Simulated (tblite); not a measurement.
ClO₂W, doublet, geometry from GFN2-xTB (such geometries of metal compounds can be far from the true shape) (the multiplicity is a formal guess); GFN1-xTB in tblite.

The tblite input:
```
$ tblite run mol.xyz --method gfn1 --charge 0 --spin 1 --guess eeq --json tblite.json --no-restart

# file mol.xyz
4

W      0.10569345    -0.14536463     0.11632561
O      1.67571442    -0.57054583    -0.30281806
O     -0.63881661    -0.85554319     1.44402192
Cl    -0.94802926     1.30386438    -1.04339564
```

It wrote (shortened):

```
xTB calculator
 | screened Coulomb repulsion
 | Coulomb electrostatics
 |  * isotropic Klopman-Ohno-Mataga-Nishimoto electrostatics
 |  * onsite third-order electrostatics
 | DFT-D3(BJ) dispersion correction

halogen bonding energy    0.0000000000000E+00 Eh
repulsion energy          1.0471527342987E-01 Eh
dispersion energy        -1.2422219336389E-03 Eh
number of electrons       2.5000000000000E+01 e
integral cutoff           3.6814730210589E+01 bohr

------------------------------------------------------------
  cycle        total energy    energy error   density error
------------------------------------------------------------
      1     -15.96980203233  -1.6073275E+01   6.0796907E-01
      2     -16.00012395445  -3.0321922E-02   3.2949597E-01
      3     -16.00057468361  -4.5072917E-04   1.4219544E-01
      4     -16.00137623860  -8.0155499E-04   1.2030798E-02
      5     -16.00139928125  -2.3042652E-05   2.5408878E-03
      6     -16.00140387092  -4.5896665E-06   4.0579092E-04
      7     -16.00140394934  -7.8418712E-08   1.1441827E-04
      8     -16.00140395667  -7.3374053E-09   1.1326558E-06
------------------------------------------------------------

electronic energy        -1.6104877008170E+01 Eh
total energy             -1.6001403956674E+01 Eh

Post processing:
 | Mayer-Wiberg bond orders

[Info] JSON dump of results written to 'tblite.json'
```
